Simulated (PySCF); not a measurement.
Isomers C4H11NO2Si2:

A. SMILES C=CO[SiH2]CC(=O)N[SiH3]
B. `C=C[Si@@H](OC)[SiH2]C(N)=O`
C. `InChI=1S/C4H11NO2Si2/c1-4(2)6-9(3-5)7-8/h4,9H,1-2,8H3/t9-/m1/s1`

Spectrum 1. 13C{1H} NMR (computed): δ 185.7 (C), 144.4 (CH), 141.5 (CH2), 53.5 (CH3).

Spectrum 2. 13C{1H} NMR (computed): δ 127.9 (C), 68.2 (CH), 27.8 (CH3), 26.6 (CH3).

Spectrum 3. 13C{1H} NMR (computed): δ 185.6 (C), 156.9 (CH), 93.5 (CH2), 23.3 (CH2).

Computed data (PySCF 2.14): geometry: GFN2-xTB, GIAO PBE0/pcSseg-1 shieldings. One averaged value for each set of equivalent atoms, in vacuum, non-relativistic Hamiltonian, single conformer.

Chemical shifts δ = σref − σ; 13C (σ = 186.93 ppm) vs TMS, all at this level. Acid and N–H amide carbonyl carbons lie up to 10 ppm further downfield in solution (hydrogen bonding). Shifts are as computed. Against solution values, carbons near 30 ppm lie about +3 ppm off and those near 130 ppm about +5 ppm. Of 1211 compounds with measured shifts, 218 miss one by over three times the rms of a fit or turn the order of signals round; such compounds aren't used in these exercises.

Problem. Which spectrum belongs to which compound?

Solution. 1–B, 2–C, 3–A.

- Spectrum 1 (B): 4 13C signals; δC 144.4 is an alkene CH; δC 141.5 is a terminal =CH2 carbon.
- Spectrum 2 (C): 4 13C signals; δC 127.9 is a nitrile carbon; δC 68.2 is an sp3 CH bonded to O.
- Spectrum 3 (A): 4 13C signals; δC 185.6 is an amide carbonyl carbon; δC 156.9 is an alkene carbon bearing oxygen.
